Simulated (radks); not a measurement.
Results of a calculation; reference values are marked as such.
Isoelectronic series with 6 electrons, each ion in its NIST ground configuration. Code: a radial shooting solver on a logarithmic mesh with Libxc functionals. Model: scalar-relativistic Kohn-Sham, BLYP, spin-unpolarised, spherical densities, finite nucleus; Fermi nuclear charge, rms radius of each element as measured or else 0.836 A^(1/3) + 0.57 fm. Total energies (hartree) and mean radii <r> (bohr):

| ion | configuration | E (hartree) | 2p | 2s | 1s |
|---|---|---|---|---|---|
| C | [He] 2s2 2p2 | -37.81760 | 1.803 | 1.572 | 0.2707 |
| N+ | [He] 2s2 2p2 | -54.01947 | 1.276 | 1.246 | 0.2297 |
| O2+ | [He] 2s2 2p2 | -73.24166 | 1.002 | 1.030 | 0.1993 |
| F3+ | [He] 2s2 2p2 | -95.48191 | 0.8278 | 0.8774 | 0.1760 |
| Ne4+ | [He] 2s2 2p2 | -120.74159 | 0.7068 | 0.7644 | 0.1576 |
| Mg6+ | [He] 2s2 2p2 | -180.33203 | 0.5481 | 0.6078 | 0.1302 |
| Al7+ | [He] 2s2 2p2 | -214.67140 | 0.4931 | 0.5513 | 0.1198 |
| Si8+ | [He] 2s2 2p2 | -252.04707 | 0.4481 | 0.5044 | 0.1108 |
| P9+ | [He] 2s2 2p2 | -292.46492 | 0.4108 | 0.4648 | 0.1032 |
| S10+ | [He] 2s2 2p2 | -335.93140 | 0.3792 | 0.4310 | 0.09647 |
| Cl11+ | [He] 2s2 2p2 | -382.45347 | 0.3521 | 0.4017 | 0.09057 |
| Ar12+ | [He] 2s2 2p2 | -432.03866 | 0.3286 | 0.3761 | 0.08535 |
| K13+ | [He] 2s2 2p2 | -484.69503 | 0.3081 | 0.3535 | 0.08068 |
| Ca14+ | [He] 2s2 2p2 | -540.43111 | 0.2900 | 0.3335 | 0.07649 |
| Sc15+ | [He] 2s2 2p2 | -599.25600 | 0.2739 | 0.3156 | 0.07271 |
| Ti16+ | [He] 2s2 2p2 | -661.17940 | 0.2594 | 0.2994 | 0.06927 |
| V17+ | [He] 2s2 2p2 | -726.21153 | 0.2464 | 0.2848 | 0.06614 |

Estimate the row of Cr18+ ([He] 2s2 2p2).

Answer. E (hartree) -794.36305; 2p 0.2347; 2s 0.2716; 1s 0.06327.
